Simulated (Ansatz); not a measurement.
## Molecular dynamics of CHBClF

input.yaml

```yaml
crystal:
  periodic: [false, false, false]
  atoms:
    - { symbol: F, position_ang: [-0.979674, -1.133546, 1.649091] }
    - { symbol: B, position_ang: [-0.247726, -0.579373, 0.703387] }
    - { symbol: C, position_ang: [0.402724, 0.076017, -0.374548] }
    - { symbol: Cl, position_ang: [-0.396721, 1.710653, -1.100465] }
    - { symbol: H, position_ang: [1.267368, -0.337904, -0.881533] }
magnetization:
  spin_polarized: true
basis:
  gaussian: { orbitals: "6-31G" }
hamiltonian:
  xc: b3lyp
md:
  timestep: 0.5
  n_steps: 250
  ensemble: nve
  temperature: 500.0
  initial_velocities: maxwell_boltzmann
  seed: 758224
  masses: [{ species: H, mass: 2.014 }]
```

Launched with:

```bash
$ ansatz run input.yaml --threads 1 --pin off --max-ram 2048MiB --backend cpu --events-out ev --progress --plain --runs-dir out
```

It goes on from the last frame of an earlier run, with new velocities.

Output, in part (one step line in 9, the closing report, with atoms numbered from 0):

```
md step     0: t =     0.00 fs  T =   500.0 K  F+E_penalty+E_count = -16966.42336709 eV  E_kin = 0.193890 eV  conserved = -16966.22947709 eV  (32 SCF iters)
md step     9: t =     4.50 fs  T =   455.9 K  F+E_penalty+E_count = -16966.40589460 eV  E_kin = 0.176776 eV  conserved = -16966.22911826 eV  (28 SCF iters)
md step    18: t =     9.00 fs  T =   630.1 K  F+E_penalty+E_count = -16966.47382709 eV  E_kin = 0.244338 eV  conserved = -16966.22948920 eV  (30 SCF iters)
md step    27: t =    13.50 fs  T =   524.7 K  F+E_penalty+E_count = -16966.43271219 eV  E_kin = 0.203467 eV  conserved = -16966.22924475 eV  (29 SCF iters)
md step    36: t =    18.00 fs  T =   510.5 K  F+E_penalty+E_count = -16966.42722140 eV  E_kin = 0.197958 eV  conserved = -16966.22926388 eV  (30 SCF iters)
md step    45: t =    22.50 fs  T =   529.0 K  F+E_penalty+E_count = -16966.43451867 eV  E_kin = 0.205139 eV  conserved = -16966.22937985 eV  (29 SCF iters)
md step    54: t =    27.00 fs  T =   488.2 K  F+E_penalty+E_count = -16966.41866774 eV  E_kin = 0.189308 eV  conserved = -16966.22935929 eV  (26 SCF iters)
md step    63: t =    31.50 fs  T =   395.3 K  F+E_penalty+E_count = -16966.38249090 eV  E_kin = 0.153290 eV  conserved = -16966.22920078 eV  (26 SCF iters)
md step    72: t =    36.00 fs  T =   547.3 K  F+E_penalty+E_count = -16966.44170817 eV  E_kin = 0.212216 eV  conserved = -16966.22949227 eV  (25 SCF iters)
md step    81: t =    40.50 fs  T =   575.8 K  F+E_penalty+E_count = -16966.45243590 eV  E_kin = 0.223291 eV  conserved = -16966.22914460 eV  (28 SCF iters)
md step    90: t =    45.00 fs  T =   766.6 K  F+E_penalty+E_count = -16966.52682876 eV  E_kin = 0.297264 eV  conserved = -16966.22956514 eV  (29 SCF iters)
md step    99: t =    49.50 fs  T =   550.2 K  F+E_penalty+E_count = -16966.44255656 eV  E_kin = 0.213350 eV  conserved = -16966.22920636 eV  (31 SCF iters)
md step   108: t =    54.00 fs  T =   399.1 K  F+E_penalty+E_count = -16966.38403284 eV  E_kin = 0.154756 eV  conserved = -16966.22927672 eV  (30 SCF iters)
md step   117: t =    58.50 fs  T =   291.8 K  F+E_penalty+E_count = -16966.34239324 eV  E_kin = 0.113161 eV  conserved = -16966.22923235 eV  (30 SCF iters)
md step   126: t =    63.00 fs  T =   349.8 K  F+E_penalty+E_count = -16966.36484180 eV  E_kin = 0.135663 eV  conserved = -16966.22917846 eV  (30 SCF iters)
md step   135: t =    67.50 fs  T =   650.1 K  F+E_penalty+E_count = -16966.48166840 eV  E_kin = 0.252113 eV  conserved = -16966.22955539 eV  (27 SCF iters)
md step   144: t =    72.00 fs  T =   477.7 K  F+E_penalty+E_count = -16966.41426563 eV  E_kin = 0.185244 eV  conserved = -16966.22902127 eV  (26 SCF iters)
md step   153: t =    76.50 fs  T =   639.2 K  F+E_penalty+E_count = -16966.47761651 eV  E_kin = 0.247872 eV  conserved = -16966.22974483 eV  (25 SCF iters)
md step   162: t =    81.00 fs  T =   344.2 K  F+E_penalty+E_count = -16966.36237780 eV  E_kin = 0.133475 eV  conserved = -16966.22890316 eV  (23 SCF iters)
md step   171: t =    85.50 fs  T =   617.1 K  F+E_penalty+E_count = -16966.46892582 eV  E_kin = 0.239303 eV  conserved = -16966.22962276 eV  (27 SCF iters)
md step   180: t =    90.00 fs  T =   498.0 K  F+E_penalty+E_count = -16966.42224948 eV  E_kin = 0.193106 eV  conserved = -16966.22914331 eV  (25 SCF iters)
md step   189: t =    94.50 fs  T =   648.4 K  F+E_penalty+E_count = -16966.48095409 eV  E_kin = 0.251418 eV  conserved = -16966.22953599 eV  (30 SCF iters)
md step   198: t =    99.00 fs  T =   361.5 K  F+E_penalty+E_count = -16966.36919868 eV  E_kin = 0.140176 eV  conserved = -16966.22902254 eV  (29 SCF iters)
md step   207: t =   103.50 fs  T =   493.7 K  F+E_penalty+E_count = -16966.42101113 eV  E_kin = 0.191464 eV  conserved = -16966.22954674 eV  (32 SCF iters)
md step   216: t =   108.00 fs  T =   354.1 K  F+E_penalty+E_count = -16966.36629317 eV  E_kin = 0.137303 eV  conserved = -16966.22899037 eV  (26 SCF iters)
md step   225: t =   112.50 fs  T =   642.0 K  F+E_penalty+E_count = -16966.47859118 eV  E_kin = 0.248966 eV  conserved = -16966.22962538 eV  (30 SCF iters)
md step   234: t =   117.00 fs  T =   468.3 K  F+E_penalty+E_count = -16966.41068249 eV  E_kin = 0.181604 eV  conserved = -16966.22907825 eV  (29 SCF iters)
md step   243: t =   121.50 fs  T =   614.9 K  F+E_penalty+E_count = -16966.46796724 eV  E_kin = 0.238436 eV  conserved = -16966.22953172 eV  (28 SCF iters)
md step   250: t =   125.00 fs  T =   444.5 K  F+E_penalty+E_count = -16966.40148203 eV  E_kin = 0.172360 eV  conserved = -16966.22912202 eV  (33 SCF iters)
Total energy: -16966.40165777 eV, -623.5037606828 hartree
Atom 0 at    -0.953815    -1.174082     1.658334 Å, force    -0.256347    -0.699793     0.727832 eV/Å
Atom 1 at    -0.258813    -0.563519     0.740194 Å, force     0.343842     2.236002    -2.619116 eV/Å
Atom 2 at     0.265474     0.122686    -0.416206 Å, force     0.396893    -1.575041     2.069737 eV/Å
Atom 3 at    -0.361374     1.703622    -1.111967 Å, force     0.132491    -0.476453     0.211266 eV/Å
Atom 4 at     1.279297    -0.195174    -0.715388 Å, force    -0.616878     0.515285    -0.389718 eV/Å
Dipole moment:     0.188113    -0.349271     0.246943 e Å
```

All steps were run. The conserved energy stayed within 0.13 meV per atom of its start (net change 0.071 meV per atom), so the integration is sound. A run of 0.12 ps of so small a system gives no equilibrium averages. Limits of this set-up: no polarisation functions.

The same pairs are bonded in the first frame and the last. Pairs count as bonded within 1.25 times the sum of covalent radii (0.12 Å more for H–H).

Last frame:

```xyz
5
Properties=species:S:1:pos:R:3
F -0.954 -1.174 1.658
B -0.259 -0.564 0.740
C 0.266 0.123 -0.416
Cl -0.361 1.704 -1.112
H 1.279 -0.195 -0.715
```

The run took 7.4 min on 1 thread of Arm Neoverse V2, on a shared host, peak memory 0.11 GiB.
